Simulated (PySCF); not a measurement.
Harmonic spectrum computed at PBE0 in the def2-SVPD basis family (core potentials from Rb on, PySCF, no spin–orbit coupling):

| symmetry | ω (cm⁻¹) | IR (km/mol) |
| --- | --- | --- |
| a1 | 64 | 2.6 |
| a1 | 249 | 7.2 |
| b2 | 260 | 129 |

Question: Which molecule gave it? In each, all ligands are bound to the one heavy central atom.
A. ISe₂⁻ (singlet)
B. YSe₂⁻ (singlet)
C. ScSe₂⁻ (singlet)
D. LaSe₂⁻ (singlet)

Answer: D. It has C2v symmetry with La–Se 2.673 Å (×2).
